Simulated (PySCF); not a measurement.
Compound: C2H7FNSi (doublet state).
Z-matrix (Å and degrees, GFN2-xTB geometry), rows numbered from 1:
```
C 
C   1  1.4783
Si  2  1.8522  1  124.66
N   3  1.7212  2  117.45  1   140.34
F   3  1.6155  2  105.90  1    24.95
H   1  1.0932  2  110.80  3  -132.07
H   1  1.0862  2  111.49  3   -10.26
H   1  1.0949  2  110.54  3   110.57
H   2  1.0819  1  114.83  3  -173.67
H   3  1.4585  2  115.93  1   -91.78
H   4  1.0050  3  119.25  2    66.99
H   4  1.0072  3  118.79  2   -72.32
```

The hyperfine couplings belong to this conformer and change with its torsions.

As a line formula: `C[CH][Si@H](N)F` [radical].

The calculation used UKS B3LYP, pcH-1 on C F H N Si, non-relativistic, mean-field spin-orbit, GIAO (PySCF 2.14.0). One conformer (not necessarily the lowest) at the GFN2-xTB geometry, without solvent, vibrations or thermal averaging. A GFN2-xTB geometry isn't a minimum of the functional, and hyperfine couplings can be far from their values at a DFT geometry. Stability of the SCF solution: not tested.

The largest Mulliken spin populations are on C2 (+0.99) and C1 (-0.08). No atom but C2 exceeds +0.15. The positive populations add up to 1.12 and the negative ones to -0.12, together 2S = 1. The angles at C2 add up to 359.7°, so it is planar; its axial dipolar tensor and the negative coupling of its proton fit spin in a p orbital normal to that plane.

Question: McConnell's relation a(H) = Q·ρ ties the coupling of a proton on a planar π carbon to the spin population of that carbon. What Q do the computed values give?

Answer: 
| H | C | ρ(C) | a(H) (G) | a/ρ (G) |
| --- | --- | --- | --- | --- |
| H9 | C2 | +0.994 | -19.70 | -19.8 |

One proton gives one ratio, Q = -19.8 G, and no test of linearity.

Question: List the C–H protons on four-coordinate carbons next to a three-coordinate spin centre, with their couplings and θ (C–H bond against the normal to the plane of the centre's neighbours, projected along the bond that joins the two).

Answer: 
```csv
β H,on,centre,θ (°),cos²θ,a (G)
H6,C1,C2,39,0.60,+35.46
H7,C1,C2,83,0.02,+1.43
H8,C1,C2,23,0.84,+49.77
```

Fitting the Heller–McConnell form a = ρ(B0 + B2 cos²θ), with Mulliken ρ = 0.99, gives B0 = 0.4 G and B2 = 58.9 G, with a largest miss of 0.1 G. By this fit the coupling would be 59.0 G at θ = 0° and 0.4 G at 90°.

Question: What would the freely rotating methyl group on C1 show?

Answer: Three equal couplings, a 1:3:3:1 quartet. The mean of the three values of this geometry estimates the splitting: 28.9 G, or 81.0 MHz (three bonds 120° apart have a mean cos²θ of 1/2 at any torsion).

Couplings in gauss use g_iso = 2.0026.
